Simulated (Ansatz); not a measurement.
Consider the ligand exchange at a Ti–O bond: `[OH][Ti]([OH])([F])[F]` + HBr → `[OH][Ti]([F])([F])[Br]` + H₂O.

Calculated with Ansatz (gas phase, PBE0-D4/def2-TZVP geometries, no zero-point term in ΔE). CBS: MP2 limit from def2 TZ/QZ plus the TZ coupled-cluster correction, frozen cores. This one scheme is used for every species. DFT in def2-TZVPP. For Br, Ti outer-core shells are correlated without core-valence functions, which leaves a few kJ/mol of doubt a bond. Scalar relativity is left out up to krypton. Each species was taken in one conformer, which may not be the lowest.

CCSD(T)/CBS gives -0.32 eV.

Q: Another level gave -0.21 eV. Which?
A. r2SCAN/def2-TZVPP
B. BLYP/def2-TZVPP
C. RPA@PBE/def2-TZVPP
D. MP2/def2-TZVPP

A: B. BLYP -0.21, r2SCAN -0.30, RPA@PBE/def2-TZVPP -0.25, MP2/def2-TZVPP -0.35 eV.

Q: What do rigid-rotor, harmonic-oscillator terms from PBE0-D4/def2-TZVP frequencies (298.15 K, 1 bar) make of the CCSD(T)/CBS value? (Best estimate.)

A: Computed: ΔZPE = +0.10 eV, ΔH = -0.21 eV, ΔS = 5 J/(mol·K), ΔG = -0.22 eV.

Largest T1 diagnostic among the species: 0.023, so the coupled-cluster value is less sure than usual.

Leaving LDA and LC-ωPBE aside and taking each functional with its dispersion term where it has one, the values, not all of them listed here, spread over 0.16 eV, from PBE-QIDH to CAM-B3LYP-D4. In def2-TZVPP, CCSD(T) changes the Hartree–Fock value by −0.06 eV (the triples alone add −0.05 eV) and MP2 by −0.14 eV. The D4 term adds −0.03 eV with B3LYP and −0.02 eV with PBE0; it sums over pairs of atoms, weighted by their polarisabilities, and B3LYP, whose exchange is more repulsive, gets the larger term.

B3LYP here is the variant with VWN-RPA as its local correlation; programs differ in this.
